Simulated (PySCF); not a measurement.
From computed data to an observable: entropy of an ideal gas

AlH3, SMILES [AlH3].

The structure is a stationary point at PBE-D3(BJ)/def2-TZVPD. The isomer is the one that the SMILES or the coordinates give; other isomers of the formula were not compared.

PBE-D3(BJ)/def2-TZVPD (PySCF) gives the harmonic wavenumbers 681, 764, 764, 1867, 1882, 1882 cm⁻¹ and the rotational temperatures 6.3004, 6.3004, 3.1502 K. The molar mass is 30.01 g/mol, the symmetry number 6, the spin multiplicity 1.

### Question
Work out the entropy at 298.15 K and 1 atm in the rigid-rotor, harmonic-oscillator model.

### Answer

Translation (Sackur–Tetrode at 1 atm): S = R[1.5 ln M + 2.5 ln T − 1.16487] = 151.2 J/(mol K).
Rotation: q = (√π/σ) T^1.5/√(θA θB θC) = 136, S = R[ln q + 3/2] = 53.3 J/(mol K).
Vibration: with u = 1.4388 ν/T, each mode gives R[u/(e^u − 1) − ln(1 − e^−u)]:
```csv
ν (cm⁻¹),modes,u,S (J/(mol K))
681,1,3.29,1.38
764,2,3.69,2.00
1867,1,9.01,0.01
1882,2,9.08,0.02
```
These are all the modes. Sum 3.4 J/(mol K).
Spin: R ln 1 = 0.0 J/(mol K).
Total 207.9 J/(mol K); the program's own thermochemistry gives 207.9. Translation makes up 73 % and vibration 2 %. Anharmonicity, hindered rotation and orbital degeneracy are left out.
